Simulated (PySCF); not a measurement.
**Polarisability and C₆ of Pt²⁺ (platinum, charge +2)**

[Xe] 4f14 5d8, high-spin 3F determinant. Calculation: PySCF 2.14, in aug-cc-pwCVTZ-PP with ECP60MDF; a scalar-relativistic core potential. Coupled (time-dependent) response in atomic units; α is the mean over directions.

```tsv
method	mean α (bohr³)	C₆ (like pair)	S(−4)
PBE0	9.443	61.29	20.14
```

S(−4) is the Cauchy moment in α(ω) = α(0) + S(−4) ω² + …

Spin-orbit coupling is absent.

α(iu) at PBE0:

| u (hartree) | α(iu) (bohr³) |
| --- | --- |
| 0 | 9.443 |
| 0.0500 | 9.393 |
| 0.100 | 9.249 |
| 0.200 | 8.742 |
| 0.300 | 8.077 |
| 0.500 | 6.724 |
| 0.750 | 5.349 |
| 1.00 | 4.322 |
| 1.50 | 2.957 |
| 2.00 | 2.129 |
| 3.00 | 1.232 |
| 5.00 | 0.5467 |

A single London oscillator, α(iu) = α/(1 + u²/ω²), gives C₆ = (3/4) ω α². Matching the computed C₆ needs ω = 4 × 61.29 / (3 × 9.443²) = 0.916 hartree.

For an ion, C₆ is the dispersion term alone; charge-induced terms of lower order in 1/R come first.

Energies and moments cover only the electrons outside the core potential. Spin-orbit coupling, absent here, splits the open shell strongly.
